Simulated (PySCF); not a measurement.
## Exercise with solution: chemical shift, span and skew from a shielding tensor

B(PH2)3 (BH₆P₃), SMILES PB(P)P. Atoms are numbered in the order given.

```xyz
10

B      0.0415    -0.0144     0.0000
P      0.1255     1.8855     0.0000
H     -0.7677     2.2100     1.0766
H     -0.7677     2.2100    -1.0766
P     -0.1203    -0.9508     1.6501
H      0.6440    -0.0870     2.5040
H      0.8828    -1.9664     1.4940
P     -0.1203    -0.9508    -1.6501
H      0.8828    -1.9664    -1.4940
H      0.6440    -0.0870    -2.5040
```

Geometry: PBE-D3(BJ)/def2-SVP. Other conformers were not sampled.

GIAO shieldings from PBE/pcSseg-1 (PySCF), non-relativistic, no solvent. The symmetric part of the tensor of P2 has the principal values 385.4, 447.1, 556.8 ppm. The same nucleus in PH3 has σ = 576.8 ppm at this level (PySCF, at its B3LYP-D3(BJ)/def2-TZVP geometry).

Work out the isotropic shielding, the ³¹P shift against PH3, the span and the skew.


σ(iso) = (σ11 + σ22 + σ33)/3 = 463.1 ppm. δ = σ(ref) − σ(iso) = 576.8 − (463.1) = 113.7 ppm.
Span Ω = σ33 − σ11 = 171.4 ppm. Skew κ = 3(σ(iso) − σ22)/Ω = 0.28. Tumbling in solution averages the tensor to δ; in a static solid the shielding alone would spread this spin-1/2 line over Ω.
